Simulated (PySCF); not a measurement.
Structure with atom numbers: `[O:1]=[C:2]1[CH2:3][C@@H:4]2[CH2:5][C@@H:6]([F:7])[C@H:8]1[CH2:9]2`. Each H is labelled by its parent atom. Ha(C5) is cis to C2 on the ring; Ha(C3), Ha(C9) are cis to C5 on the ring; Hb(C5) is trans to C2 on the ring; Hb(C3), Hb(C9) are trans to C5 on the ring.

Geometry: PBE0-D3(BJ)/def2-SVP; GIAO shifts from PySCF 2.14.0 with density-fitted response routines, gas phase, non-relativistic, averaged over equivalent atoms.

At PBE0/pcSseg-1 (198 basis functions, 25 s wall time on 1 thread of an x86-64 server CPU, shared host):
| atoms | δ (ppm) |
| --- | --- |
| O1 | 674.9 |
| C2 | 216.5 |
| C6 | 91.4 |
| C8 | 60.8 |
| C3 | 46.8 |
| C5 | 41.9 |
| C9 | 36.4 |
| C4 | 36.1 |
| F7 | -193.6 |
| H(C6) | 4.56 |
| H(C8) | 2.57 |
| H(C4) | 2.46 |
| Ha(C9) | 1.98 |
| Hb(C5) | 1.96 |
| Hb(C3) | 1.91 |
| Ha(C5) | 1.76 |
| Ha(C3) | 1.52 |
| Hb(C9) | 1.50 |

Scale: $^{17}$O (334.56 ppm) against H2O; $^{13}$C (184.41 ppm) and $^{1}$H (31.27 ppm) vs TMS; CFCl3 for $^{19}$F (177.25 ppm) (reference shieldings calculated alike).

Q: Predict the values at wB97X-D/pcSseg-1 on the same geometry.

A: 
```tsv
atoms	δ at wB97X-D/pcSseg-1	change
O1	671.7	-3.2
C2	218.0	+1.5
C6	91.5	+0.1
C8	60.5	-0.3
C3	46.9	+0.1
C5	42.0	+0.1
C9	36.2	-0.2
C4	35.4	-0.7
F7	-188.3	+5.3
H(C6)	4.54	-0.02
H(C8)	2.56	-0.01
H(C4)	2.40	-0.06
Ha(C9)	1.97	-0.01
Hb(C5)	1.96	+0.00
Hb(C3)	1.88	-0.03
Ha(C5)	1.74	-0.02
Ha(C3)	1.52	+0.00
Hb(C9)	1.47	-0.03
```

Shifts are taken against calculated references (same method and geometry level): H2O for $^{17}$O (σref 333.19); TMS for $^{13}$C (σref 184.54), $^{1}$H (σref 31.38); $^{19}$F (σref 187.16) vs CFCl3.

The largest change is at F7 (fluorine on an sp3 carbon). Cost: 198 basis functions, 31 s wall time on 1 thread of an x86-64 server CPU, shared host. The order of the carbon signals is the same at both levels.

Unscaled 19F shifts against computed CFCl3 carry errors that often reach 10 to 50 ppm. Unscaled 17O shifts of doubly bonded oxygen tend to come out too high, by tens of ppm or more. Experimental scales use liquid or dissolved standards, which lie at an offset from isolated H2O (liquid H2O: subtract about 36 ppm).
